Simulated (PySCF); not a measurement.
Isomers of C7H10NOP, from PBE0-D3(BJ)/def2-SVP geometry optimisation, gas phase in PySCF. One conformer each, no zero-point energy, no frequencies.

Problem. Which isomer lies lower at this level?
A. `[CH3:1][CH2:2][P@H:3](=[O:4])[c:5]1[cH:6][cH:7][n:8][cH:9][cH:10]1` with C1–C2–P3–O4 54°, C2–P3–C5–C6 124°: A = 2154, B = 750.6, C = 677.4 MHz, dipole 3.52 D
B. `[CH3:1][C@@H:2]1[CH2:3][P@:4]1(=[NH:5])[c:6]1[cH:7][cH:8][cH:9][o:10]1` with C3–P4–C6–C7 164°: A = 1905, B = 964.3, C = 735.5 MHz, dipole 2.47 D

Solution. A. That is `CC[P@H](=O)c1ccncc1`, 58.4 kcal/mol below the other.

```
                   SMILES                                                           mapped SMILES      E (Eh)  relative (kcal/mol)  relative (kJ/mol)  dipole (D)
      CC[P@H](=O)c1ccncc1      [CH3:1][CH2:2][P@H:3](=[O:4])[c:5]1[cH:6][cH:7][n:8][cH:9][cH:10]1  -743.12589                  0.0                0.0        3.52
C[C@@H]1C[P@]1(=N)c1ccco1  [CH3:1][C@@H:2]1[CH2:3][P@:4]1(=[NH:5])[c:6]1[cH:7][cH:8][cH:9][o:10]1  -743.03289                 58.4              244.2        2.47
```

As drawn, the lower has a P=O bond, which the higher lacks; the higher has a three-membered ring and an N–H bond, which the lower lacks.
